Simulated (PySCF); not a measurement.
Species: CrSeF4 (singlet state).
Bonds: Cr1–Se2, Cr1–F3, Cr1–F4, Cr1–F5, Cr1–F6.

Method used: PBE0-D3(BJ)/def2-SVP geometry optimisation, gas phase in PySCF.

Task: How far are the bound atoms from Cr1?

Result: 5 atoms: F6 1.711 Å, F4 1.711 Å, F3 1.712 Å, F5 1.712 Å, Se2 2.070 Å.

Task: List the angles at Cr1.

Result: 
| angle | degrees | distance of the outer atoms (Å) |
| --- | --- | --- |
| F3–Cr1–F5 | 151.2 | 3.32 |
| F4–Cr1–F6 | 151.0 | 3.31 |
| Se2–Cr1–F4 | 104.5 | 3.00 |
| Se2–Cr1–F6 | 104.5 | 3.00 |
| Se2–Cr1–F5 | 104.4 | 3.00 |
| Se2–Cr1–F3 | 104.4 | 3.00 |
| F5–Cr1–F6 | 86.5 | 2.34 |
| F4–Cr1–F5 | 86.5 | 2.34 |
| F3–Cr1–F4 | 86.4 | 2.34 |
| F3–Cr1–F6 | 86.4 | 2.34 |

Task: What is the shape at Cr1?

Result: Square pyramidal: τ5 = (β − α)/60° = 0.00 from the two widest angles, 151.2° and 151.0° (0 for a square pyramid, 1 for a trigonal bipyramid).

Task: What are the rotational constants (commonest isotopes, rigid rotor)?

Result: A = 2421, B = 1345, C = 1345 MHz: a prolate symmetric top.

Point group: C4v (every atom within 0.08 Å of its image). Charge 0, singlet. Whether it is a minimum is left open (no frequencies).

Hardware: an AMD EPYC with one thread, on a shared host. Cost: 3.4 min, 0.49 GiB resident at most. That covers the optimisation of the geometry.
